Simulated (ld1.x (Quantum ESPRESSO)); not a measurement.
# Cutoff test, boron, RRKJ

ld1.x (Quantum ESPRESSO) 7.5 input, shortened:

```
&input
   title='B', zed=5., rel=1, dft='PZ', iswitch=3,
   config='[He] 2s2 2p1 3d-2'
 /
 &inputp
   pseudotype=2, tm=.false., lloc=0,
   nlcc=.true., rcore=0.70
 /
3
2P  2  1   1.00   0.00  3.25  3.25  0.0
3D  3  2  -2.00   0.05  2.60  2.60  0.0
2S  1  0   2.00   0.00  1.20  1.20  0.0
 &test
   configts(1)='2s2 2p1'
 /
```

The pseudo-atom Hamiltonian at the reference potential is diagonalised in spherical Bessel functions j_l(qr) that vanish at 20 bohr, with q² up to the cutoff. All-electron valence levels (Ry): 2p -0.2734, 2s -0.6901.

Problem. How do the lowest levels (Ry) of each channel move with the cutoff, and are there ghosts?

Solution.

```tsv
cutoff (Ry)	p #1	d #1	s #1	s #2	f #1	f #2	Σ f·Δε (mRy)
8	-0.2626	0.0681	-0.6405	-0.0053	0.1141	0.2471	110.1
10	-0.2715	0.0681	-0.6533	-0.0061	0.1141	0.2471	75.6
15	-0.2734	0.0681	-0.6746	-0.0074	0.1141	0.2471	31.1
18	-0.2734	0.0681	-0.6836	-0.0080	0.1141	0.2471	13.0
25	-0.2734	0.0681	-0.6883	-0.0083	0.1141	0.2471	3.7
30	-0.2734	0.0681	-0.6890	-0.0084	0.1141	0.2471	2.4
35	-0.2734	0.0681	-0.6890	-0.0084	0.1141	0.2471	2.3
45	-0.2734	0.0681	-0.6892	-0.0084	0.1141	0.2471	1.8
50	-0.2734	0.0681	-0.6895	-0.0084	0.1141	0.2471	1.2
60	-0.2734	0.0681	-0.6899	-0.0084	0.1141	0.2471	0.5
70	-0.2734	0.0681	-0.6901	-0.0084	0.1141	0.2471	0.1
400	-0.2734	0.0681	-0.6901	-0.0084	0.1141	0.2471	0.0
```

Result: no extra level below or beside the all-electron valence levels (p, d, s, f tested); 10 mRy is reached at 21 Ry and 1 mRy at 55 Ry.

Its largest configuration-test error is +453 meV.
